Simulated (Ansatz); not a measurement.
Program: Ansatz. Geometries: PBE0-D4/def2-TZVP. ΔE: electronic, gas phase. CCSD(T)/CBS is the MP2 limit (def2-TZVPP, def2-QZVPP) plus CCSD(T) − MP2 in def2-TZVPP, frozen cores. This one scheme is used for every species. Triplets are unrestricted, without spin–orbit coupling. One conformer a species, not always the lowest.

Consider the formal loss of a carbene: `BOCCC` → `BOCC` + `[CH2]` (triplet).

`BOCCC`:

```xyz
14

B    -1.830   -1.852   -0.489
O    -0.727   -1.545    0.204
C     0.211   -0.583   -0.252
C     0.225    0.623    0.660
C     1.277    1.634    0.240
H    -2.567   -2.664   -0.009
H    -2.048   -1.319   -1.547
H    -0.029   -0.289   -1.281
H     1.194   -1.066   -0.255
H     0.406    0.285    1.685
H    -0.769    1.083    0.651
H     1.100    1.995   -0.776
H     1.277    2.501    0.904
H     2.280    1.198    0.267
```

`BOCC`:

```xyz
11

B     1.429    1.024    0.884
O     0.877    0.550   -0.239
C    -0.517    0.294   -0.349
C    -0.761   -1.181   -0.550
H     2.614    1.195    0.878
H     0.743    1.260    1.845
H    -1.029    0.661    0.547
H    -0.880    0.864   -1.209
H    -0.224   -1.544   -1.429
H    -0.426   -1.753    0.318
H    -1.827   -1.370   -0.695
```

`[CH2]` (triplet):

Z-matrix (Å, degrees):
```
C
H 1 1.079
H 1 1.079 2 134.9
```

```tsv
species	CCSD(T)/CBS(def2) energy (Eh)
`BOCCC`	-219.57282
`BOCC`	-180.31191
`[CH2]` (triplet)	-39.09499
```

(1) Work out ΔE.

Largest T1 diagnostic among the species: 0.013.

Results:

(1) ΔE = (-180.31191) + (-39.09499) − (-219.57282) = 0.16592 Eh = +104.1 kcal/mol.

The D4 term adds +2.2 kcal/mol with B3LYP and +1.2 kcal/mol with PBE0; it sums over pairs of atoms, weighted by their polarisabilities, and B3LYP, whose exchange is more repulsive, gets the larger term. From PBE to PBE0 (25 % exact exchange), in def2-TZVPP and without D4, ΔE moves by −1.6 kcal/mol. In def2-TZVPP, CCSD(T) changes the Hartree–Fock value by +32.4 kcal/mol (the triples alone add +2.6 kcal/mol) and MP2 by +35.4 kcal/mol.

B3LYP here is the variant with VWN-RPA as its local correlation; programs differ in this.
